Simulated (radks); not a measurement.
The numbers below are computed, except where a source is named.
Ho58+, 9 electrons, occupied as [He] 2s2 2p5. Level of theory: Dirac Kohn-Sham, LB94 model potential, spin-unpolarised, spherical densities, finite nucleus; open shells fill j = l - 1/2 first; Fermi nuclear charge, rms radius 5.2022 fm (a radial shooting solver on a logarithmic mesh with Libxc functionals).

Radial electron density D(r) = 4 pi r^2 rho(r):

```
   r/bohr * D(r) (the largest magnitude, 88.9, reaches the edge; | marks zero)
0.0007472 | *
0.0008291 | *
0.0009274 |  *
 0.001029 |  *
 0.001151 |   *
 0.001277 |    *
 0.001429 |    *
 0.001585 |     *
 0.001759 |      *
 0.001967 |        *
 0.002183 |         *
 0.002442 |           *
 0.002709 |             *
  0.00303 |               *
 0.003362 |                 *
 0.003731 |                    *
 0.004173 |                       *
  0.00463 |                          *
 0.005179 |                              *
 0.005747 |                                 *
 0.006428 |                                     *
 0.007132 |                                        *
 0.007914 |                                            *
 0.008852 |                                               *
 0.009822 |                                                  *
  0.01099 |                                                    *
  0.01219 |                                                     *
  0.01363 |                                                      *
  0.01513 |                                                      *
  0.01679 |                                                     *
  0.01878 |                                                   *
  0.02083 |                                                *
   0.0233 |                                              *
  0.02586 |                                           *
  0.02892 |                                         *
  0.03209 |                                         *
  0.03561 |                                         *
  0.03983 |                                           *
   0.0442 |                                              *
  0.04943 |                                                 *
  0.05485 |                                                   *
  0.06135 |                                                     *
  0.06808 |                                                    *
  0.07554 |                                                 *
  0.08449 |                                           *
  0.09375 |                                     *
   0.1049 |                            *
   0.1164 |                    *
   0.1301 |             *
   0.1444 |       *
   0.1602 |    *
   0.1792 | *
   0.1989 |*
   0.2224 *
   0.2468 *
   0.2761 *
   0.3063 *
   0.3399 *
   0.3802 *
```

D(r) has 2 maxima, at r = 0.0139, 0.0628 bohr, and minima at 0.0324 bohr, inside which lie 2.20 electrons.
